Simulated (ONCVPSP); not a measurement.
**niobium (Nb): what ONCVPSP 4.0.1 does with a changed input**

Command:

```bash
oncvpsp.x < Nb.dat > Nb.out
```

Input:

```
# ATOM AND REFERENCE CONFIGURATION
# atsym  z   nc   nv     iexc    psfile
  Nb 41.00    6    3  -116133      upf
#
#   n    l    f
    1    0    2.00
    2    0    2.00
    2    1    6.00
    3    0    2.00
    3    1    6.00
    3    2   10.00
    4    0    2.00
    4    1    6.00
    4    2    3.00
#
# PSEUDOPOTENTIAL AND OPTIMIZATION
# lmax
    2
#
#   l,   rc,      ep,       ncon, nbas, qcut
    0    1.75    0.00    4    8    7.90
    1    1.60    0.00    5    9    6.70
    2    1.60    0.00    3   14    8.70
#
# LOCAL POTENTIAL
# lloc, lpopt,  rc(5),   dvloc0
    2    5    1.60    0.00
#
# VANDERBILT-KLEINMAN-BYLANDER PROJECTORs
# l, nproj, debl
    0    2    1.70
    1    2    1.10
    2    0    3.80
#
# MODEL CORE CHARGE
# icmod, fcfact, rcfact
    1    0.55    0.00
#
# LOG DERIVATIVE ANALYSIS
# epsh1, epsh2, depsh
   -4.00    5.00    0.02
#
# OUTPUT GRID
# rlmax, drl
    6.00    0.01
#
# TEST CONFIGURATIONS
# ncnf
    4
# nvcnf
#   n    l    f
    4
    4    0    2.00
    4    1    6.00
    4    2    4.00
    5    0    1.00
#
    3
    4    0    2.00
    4    1    6.00
    4    2    4.00
#
    3
    4    0    2.00
    4    1    6.00
    4    2    2.00
#
    4
    4    0    1.00
    4    1    6.00
    4    2    4.00
    5    0    1.00
#
```

This is an input that runs to its end, with one change: nbas of l = 2 set to 14.

Problem. How does the run end?

Solution. The program refuses the input: "test_data: must have ncon+2 <= nbas <= ncon+5, l= 2".

```
ONCVPSP  (Optimized Norm-Conservinng Vanderbilt PSeudopotential)
scalar-relativistic version 4.0.1

test_data: must have ncon+2 <= nbas <= ncon+5, l=   2
ERROR: test_data found   1 ERROR; stopping
```
